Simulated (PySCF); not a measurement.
Several molecules and their computed UV-vis stick spectra, shuffled. Level of theory: PySCF 2.14.0, density-fitted response routines, TDDFT CAM-B3LYP/def2-SVPD, vertical, gas phase, core orbitals frozen in the response. Geometries: GFN2-xTB; one conformer of each isolated species. Triplets are in the Tamm–Dancoff approximation. Ions are computed without counter-ions or solvent.

A. `C[SiH](C)C`
B. `FC(F)(F)C(F)(F)Cl`
C. `C=CC1=NN=C(C)S1`
D. `N#CC[P@H+]1C(F)=C1[SiH3]`
E. `FC(F)(F)c1cc[nH+]cc1`

Lowest singlet levels (six at most, fewer where fewer were computed) with oscillator strengths:

1. 161 nm (f 0.000); 160 nm (f 0.003); 128 nm (f 0.106); 125 nm (f 0.074); 125 nm (f 0.081); 122 nm (f 0.003); T1 6.84 eV
2. 227 nm (f 0.106); 194 nm (f 0.015); 180 nm (f 0.005); 167 nm (f 0.642); 166 nm (f 0.000); 160 nm (f 0.321); T1 3.97 eV
3. 284 nm (f 0.000); 250 nm (f 0.420); 216 nm (f 0.001); 212 nm (f 0.018); 209 nm (f 0.002); 202 nm (f 0.003); T1 3.08 eV
4. 251 nm (f 0.007); 220 nm (f 0.119); 202 nm (f 0.055); 195 nm (f 0.005); 188 nm (f 0.037); 182 nm (f 0.025); T1 4.01 eV
5. 151 nm (f 0.175 summed over 2 states); 143 nm (f 0.000); 140 nm (f 0.000); 139 nm (f 0.058); 139 nm (f 0.023 summed over 2 states) [of 8 roots; the last level is left out, as the window may have cut its degenerate partner]; T1 8.00 eV

Question: Match each spectrum to its molecule.

Answer: 1 = B, 2 = E, 3 = C, 4 = D, 5 = A.
- A: S1 at 8.22 eV, HOMO-1/HOMO→LUMO (≥85%); Löwdin shares by element: HOMO (one of a set within 0.03 eV) carbon 53% or more, silicon 21%, hydrogen 5% or more (atoms not listed hold the other 21%); LUMO carbon 33%, silicon 23% (atoms not listed hold the other 43%); HOMO -9.91 and LUMO 1.29 eV; point group C3v, 2 of its 7 listed states under f = 0.0005.
- B: S1 at 7.72 eV, HOMO→LUMO (94%); Löwdin shares by element: HOMO (one of a set within 0.03 eV) chlorine 84%, fluorine 9% or more, carbon 6% or more; LUMO chlorine 62%, carbon 25% or more; HOMO -11.73 and LUMO 0.41 eV; point group Cs, 1 of its 6 listed states under f = 0.0005.
- C: S1 at 4.36 eV, HOMO-1→LUMO (95%); Löwdin shares by element: HOMO carbon 49% or more, nitrogen 15% or more (atoms not listed hold the other 36%); LUMO carbon 35% or more, sulfur 15%, nitrogen 13% or more (atoms not listed hold the other 37%); HOMO -8.36 and LUMO -0.71 eV; point group Cs, 1 of its 6 listed states under f = 0.0005.
- D: S1 at 4.95 eV, HOMO→LUMO (51%), HOMO-3→LUMO (22%); Löwdin shares by element: HOMO phosphorus 24%, nitrogen 17%, carbon 11% or more, silicon 10% (atoms not listed hold the other 39%); LUMO carbon 38% or more, phosphorus 29%, fluorine 8% (atoms not listed hold the other 26%); HOMO -14.71 and LUMO -6.26 eV.
- E: S1 at 5.46 eV, HOMO→LUMO (88%), HOMO-1→LUMO+1 (11%); Löwdin shares by element: HOMO carbon 81% or more (atoms not listed hold the other 19%); LUMO carbon 53% or more, nitrogen 19% (atoms not listed hold the other 28%); HOMO -15.05 and LUMO -6.45 eV; point group Cs, 1 of its 6 listed states under f = 0.0005.

A slash joins orbitals within 0.01 eV of each other, whose weights are summed (≥ marks a lower bound).
